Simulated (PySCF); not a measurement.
TiOCl₂, SMILES [O]=[Ti]([Cl])[Cl], multiplicity 1. Coordinates come from a PBE-D3(BJ)/def2-SVP optimisation. The spin state was assumed, not searched.

Computed equilibrium geometry at PBE-D3(BJ)/def2-SVP (PySCF confirms it by a frequency run) as a Z-matrix, and its point group:
point group Cs.
```
Ti
O 1 1.5955
Cl 1 2.2237 2 113.67
Cl 1 2.2237 2 113.67 3 -151.00
```
Charge 0, spin multiplicity 1.
